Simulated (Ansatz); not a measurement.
Ideal-gas functions of BBrH (`[BH]Br`) radical at 400 K and 1 bar, from an Ansatz frequency run at PBE0-D4/def2-TZVP.

Molar mass 91.72 g/mol, point group Cs (symmetry number 1), electronic degeneracy 2, moments of inertia 0.846, 38.651, 39.498 u Å². Harmonic wavenumbers (cm⁻¹, unscaled): 730, 837, 2653.

Use S(trans) = R[1.5 ln M + 2.5 ln T − 1.1517]; rotational temperatures θ = 24.2544 K / I; S(rot) = R[ln(√π/σ · √(T³/θAθBθC)) + 1.5]; for each mode x = 1.438777 ν̃/T, S = R[x/(eˣ − 1) − ln(1 − e⁻ˣ)] and H = RT x/(eˣ − 1); 1 cm⁻¹ = 0.0119627 kJ/mol; R = 8.31446 J/(mol·K).

By hand: the entropy, in J/(mol·K).

Translation 171.3. Rotation: θ = 28.6695, 0.6275, 0.6141 K, giving 82.0. Vibration, mode by mode: 2.33, 1.72, 0.01, in all 4.1. Electronic 5.8. Sum 263.2 J/(mol·K).

By hand: H − E and G − E in kJ/mol, counted from the electronic energy.

Zero-point energy ½ × 4220 × 0.0119627 = 25.2; thermal vibration 1.2; translation, rotation and pV give 4 RT = 13.3. H − E = 39.7 kJ/mol, and G − E = 39.7 − 400 × 263.2/1000 = -65.6 kJ/mol.

Vibration gives 2 % of the entropy.
